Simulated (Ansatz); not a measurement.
Z-matrix (Å, degrees):
```
Ge
S 1 2.212
S 1 2.219 2 113.5
S 1 2.215 2 107.8 3 -116.5
H 1 1.537 2 105.7 3 121.9
H 2 1.344 1 93.4 3 51.2
H 3 1.345 1 93.9 2 72.3
H 4 1.345 1 93.8 2 169.8
```

Charge 0, multiplicity 1.

Q: List the PBE0/def2-TZVPP orbital energies in eV (the Gaussian-basis code of Ansatz). (An estimate is asked.)

A: Computed: Occupied: -10861.35, -2422.70, -2422.68, -2422.68, -1359.54, -1209.36, -1209.36, -1209.34, -218.04, -218.03, -218.02, -172.29, -161.87, -161.86, -161.85, -161.81, -161.79, -161.79, -161.67, -161.66, -161.66, -122.10, -122.09, -122.03, -34.93, -34.93, -34.87, -34.84, -34.83, -21.37, -20.36, -20.32, -14.99, -12.22, -11.89, -11.29, -10.11, -9.55, -9.36, -7.92, -7.65, -7.52. Lowest empty: -0.89, 0.17, 0.19, 0.43, 0.64, 0.90, 1.44, 4.00.
